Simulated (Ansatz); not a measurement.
`O[SiH](O)[GeH3]` + `S[SiH2]Cl` → `Cl[SiH2][S][GeH3]` + `O[SiH2]O`  (cleavage of the Ge–Si bond)

Calculated with Ansatz (gas phase, PBE0-D4/def2-TZVP geometries, no zero-point term in ΔE). CCSD(T)/CBS is the MP2 limit (def2-TZVPP, def2-QZVPP) plus CCSD(T) − MP2 in def2-TZVPP, frozen cores. DFT in def2-TZVPP. For Ge outer-core shells are correlated without core-valence functions, which leaves a few kJ/mol of doubt a bond. Scalar relativity is left out up to krypton. Each species was taken in one conformer, which may not be the lowest.

`O[SiH](O)[GeH3]`:

```xyz
10

O    -1.867    0.872    0.033
Si   -0.610    0.159   -0.752
O    -0.911   -1.389   -1.218
Ge    1.336    0.213    0.635
H    -2.001    0.683    0.962
H    -0.462    0.918   -2.010
H    -0.825   -2.092   -0.574
H     1.087   -0.611    1.918
H     1.691    1.644    1.074
H     2.561   -0.396   -0.068
```

`S[SiH2]Cl`:

Z-matrix (Å, degrees):
```
Si
Cl 1 2.054
S 1 2.120 2 112.9
H 1 1.478 2 108.5 3 -116.6
H 1 1.479 2 106.5 3 122.3
H 3 1.344 1 94.3 2 70.4
```

`Cl[SiH2][S][GeH3]`:

Z-matrix (Å, degrees):
```
Si
S 1 2.119
Cl 1 2.048 2 108.1
H 1 1.483 2 110.9 3 -118.8
H 1 1.481 2 111.6 3 118.4
Ge 2 2.233 1 95.3 3 166.7
H 6 1.534 2 109.6 1 -86.7
H 6 1.538 2 108.7 1 33.7
H 6 1.531 2 106.1 1 153.0
```

`O[SiH2]O`:

Cartesian coordinates in Å:
```
O 0.686 0.838 -0.965
Si 0.124 0.116 0.398
O -0.954 -1.087 0.105
H 1.224 0.312 -1.559
H 1.213 -0.559 1.143
H -0.494 1.225 1.159
H -1.798 -0.845 -0.281
```

```tsv
level	ΔE (kJ/mol)	difference from CCSD(T)/CBS
PBE-D4	-32.9	13.8
revPBE-D4	-35.5	11.2
BLYP-D4	-37.2	9.5
r2SCAN-D4	-40.2	6.5
PBE0-D4	-39.5	7.2
CAM-B3LYP-D4	-42.2	4.5
r2SCANh	-41.4	5.3
CCSD/def2-SVP	-45.9	0.8
HF/def2-TZVPP	-58.4	-11.7
HF/CBS(def2)	-58.4	-11.7
CCSD(T)/CBS	-46.7	0
```

Problem. What do rigid-rotor, harmonic-oscillator terms from PBE0-D4/def2-TZVP frequencies (298.15 K, 1 bar) make of the CCSD(T)/CBS value? (Best estimate.)

Solution. The calculation gave: ΔZPE = +3.7 kJ/mol, ΔH = -44.5 kJ/mol, ΔS = -12 J/(mol·K), ΔG = -41.0 kJ/mol. Modes under 50 cm⁻¹ make the entropy rough.

Largest T1 diagnostic among the species: 0.012.

From r2SCAN to r2SCAN0 (25 % exact exchange), in def2-TZVPP and without D4, ΔE moves by −4.0 kJ/mol. Leaving LDA and LC-ωPBE aside and taking each functional with its dispersion term where it has one, the values, not all of them listed here, spread over 17.1 kJ/mol, from BHLYP-D4 to PBE-D4.
